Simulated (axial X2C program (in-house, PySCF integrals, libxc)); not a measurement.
# Potential curves of RbN, 2c

All values were computed with an axial X2C code built on PySCF integrals. Two-component (2c) means X2C with spin–orbit coupling and atomic mean-field two-electron Coulomb and Gaunt terms. Basis: Rb dyall-cv3z [12s13p8d4f1g], N dyall-av3z [7s7p3d2f] (cores contracted in-house); Gaussian nuclei, density fitting, unrestricted open shells. Masses: Rb 84.912 u, N 14.003 u.

State: Ω = 1 (⟨Sz⟩ = 1.00, ⟨Lz⟩ = 0.00 at M06). Energies in eV from the fragments at the same level (Rb + N). Fits are polynomials in 1 − R0/R over 0.85 to 1.23 times the lowest point R0.

```csv
R (Å),M06,PBE0
2.3081,-0.9090,-0.7716
2.4142,-1.1014,-0.9493
2.4938,-1.1844,-1.0235
2.5734,-1.2263,-1.0603
2.6530,-1.2380,-1.0689
2.7459,-1.2215,-1.0533
2.8387,-1.1824,-1.0186
2.9581,-1.1091,-0.9566
3.1040,-0.9992,-0.8681
3.3163,-0.8312,-0.7350
```

The state is a single determinant with fixed occupations, the lowest that a limited PBE0 search found. De is counted from the lowest determinant-based energies of the atoms at the same level, without counterpoise correction. Density functionals use the spin component along the axis (collinear). Other states lie close and PBE0, whose exact exchange favours high spin, may order them wrongly; the determinant shown need not be the ground state. The nearest other 2c determinant of the search, Ω = 2, lies 0.28 eV up at the distance of the search. With several unpaired electrons one determinant need not be a pure state. Open-shell Ω = 0 determinants with evenly filled partner blocks cannot be reached by this program, so the Ω shown need not be the lowest component. This is the Ω = 1 component of a π² triplet; the 0⁺ component is not one determinant and can lie lowest. The determinant is spin-polarised beyond a pure state at some levels (its spin-free form has ⟨S²⟩ too high), which makes Re and μ there less reliable.

**Question.** Fit the M06 curve near its minimum: give the equilibrium distance, the harmonic wavenumber and the well depth.

**Answer.** At M06, 2c: Re = 2.648 Å, ωe ≈ 292 cm⁻¹, De = 1.24 eV to Rb + N; Be follows as 0.2 cm⁻¹.

**Question.** What are Re, ωe and De at the PBE0 level?

**Answer.** At PBE0, 2c: Re = 2.642 Å, ωe ≈ 277 cm⁻¹, De = 1.07 eV to Rb + N; Be follows as 0.201 cm⁻¹.
